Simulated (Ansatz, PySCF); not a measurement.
CH3ClF2OSn, SMILES C[O][Sn]([F])([F])[Cl]. Atoms are numbered in the order given.

```xyz
9

C     -2.7974     0.3559    -0.4847
O     -1.7848    -0.0912     0.3951
Sn     0.0870     0.0465    -0.1308
F      0.3790    -0.8911    -1.7792
F      0.5257     1.8696    -0.5372
Cl     1.4797    -0.7638     1.5076
H     -2.7186     1.4349    -0.7047
H     -2.8030    -0.2000    -1.4385
H     -3.7611     0.1802     0.0175
```

Coordinates come from a PBE0-D3(BJ)/def2-SVP optimisation. The structure was generated by enumeration; whether it is a known compound was not checked. The def2 effective core potentials stand for the cores of Sn; spin–orbit coupling is left out. Other conformers were not sampled.

Two levels are set side by side: PBE-D3(BJ)/def2-SVP (Ansatz, a first-principles code) and PBE0-D3(BJ)/def2-SVP (Ansatz). Each level has its own optimised geometry; the coordinates shown are those of the second. Frequencies come from the Hessian of PySCF at each geometry. Differences are taken from unrounded values.

```
quantity                            PBE0-D3(BJ)
----------------------------------  -----------
mean bond length (Å)                      1.601
bond C1–O2 (Å)                            1.414
bond O2–Sn3 (Å)                           1.949
bond Sn3–F4 (Å)                           1.919
bond Sn3–F5 (Å)                           1.919
bond Sn3–Cl6 (Å)                          2.298
bond C1–H7 (Å)                            1.104
bond C1–H8 (Å)                            1.104
bond C1–H9 (Å)                            1.101
highest harmonic wavenumber (cm⁻¹)         3145
mean harmonic wavenumber (cm⁻¹)             980
zero-point energy (kcal/mol)              29.44
```

Q: What does PBE-D3(BJ) give, and how far is it from PBE0-D3(BJ)? (An estimate is asked for; the answer gives what the named calculation found.)

A: 
```json
[
 {"quantity": "mean bond length (Å)", "PBE-D3(BJ)": "1.621", "PBE-D3(BJ) minus PBE0-D3(BJ)": "0.020"},
 {"quantity": "bond C1–O2 (Å)", "PBE-D3(BJ)": "1.429", "PBE-D3(BJ) minus PBE0-D3(BJ)": "0.015"},
 {"quantity": "bond O2–Sn3 (Å)", "PBE-D3(BJ)": "1.986", "PBE-D3(BJ) minus PBE0-D3(BJ)": "0.037"},
 {"quantity": "bond Sn3–F4 (Å)", "PBE-D3(BJ)": "1.945", "PBE-D3(BJ) minus PBE0-D3(BJ)": "0.026"},
 {"quantity": "bond Sn3–F5 (Å)", "PBE-D3(BJ)": "1.945", "PBE-D3(BJ) minus PBE0-D3(BJ)": "0.026"},
 {"quantity": "bond Sn3–Cl6 (Å)", "PBE-D3(BJ)": "2.327", "PBE-D3(BJ) minus PBE0-D3(BJ)": "0.029"},
 {"quantity": "bond C1–H7 (Å)", "PBE-D3(BJ)": "1.113", "PBE-D3(BJ) minus PBE0-D3(BJ)": "0.009"},
 {"quantity": "bond C1–H8 (Å)", "PBE-D3(BJ)": "1.113", "PBE-D3(BJ) minus PBE0-D3(BJ)": "0.009"},
 {"quantity": "bond C1–H9 (Å)", "PBE-D3(BJ)": "1.110", "PBE-D3(BJ) minus PBE0-D3(BJ)": "0.009"},
 {"quantity": "highest harmonic wavenumber (cm⁻¹)", "PBE-D3(BJ)": "3042", "PBE-D3(BJ) minus PBE0-D3(BJ)": "-103"},
 {"quantity": "mean harmonic wavenumber (cm⁻¹)", "PBE-D3(BJ)": "940", "PBE-D3(BJ) minus PBE0-D3(BJ)": "-40"},
 {"quantity": "zero-point energy (kcal/mol)", "PBE-D3(BJ)": "28.23", "PBE-D3(BJ) minus PBE0-D3(BJ)": "-1.21"}
]
```

GGA bonds tend to be longer and softer than those of functionals with exact exchange. Differences between two approximate levels are no errors against the true value.
